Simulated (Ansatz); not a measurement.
Ansatz results at the PBE0-D4/def2-TZVP geometry: HOMO energy (PBE/def2-TZVPP) -5.80 eV; size of the dipole moment (ωB97M-V/def2-TZVPP) 3.65 D; HOMO–LUMO gap (PBE0/def2-TZVPP) 5.33 eV.

Each molecule was computed in one conformer, which needn't be the lowest.

(1) Which molecule gave them?
A. `[F][Sn-]1[O]C=CC=[O+]1`
B. `CC1=CC(C)=[O+][B-](C)(F)O1`
C. `O[B-]1(O)OC(C(F)(F)F)=CC(C(F)(F)F)=[O+]1`
D. `[OH][Mg-]1[O]C=CC=[O+]1`

## Answers

(1) D. The others give `CC1=CC(C)=[O+][B-](C)(F)O1`: -6.37, 5.39, 5.52; `O[B-]1(O)OC(C(F)(F)F)=CC(C(F)(F)F)=[O+]1`: -7.16, 2.00, 5.27; `[F][Sn-]1[O]C=CC=[O+]1`: -6.42, 3.05, 5.40.
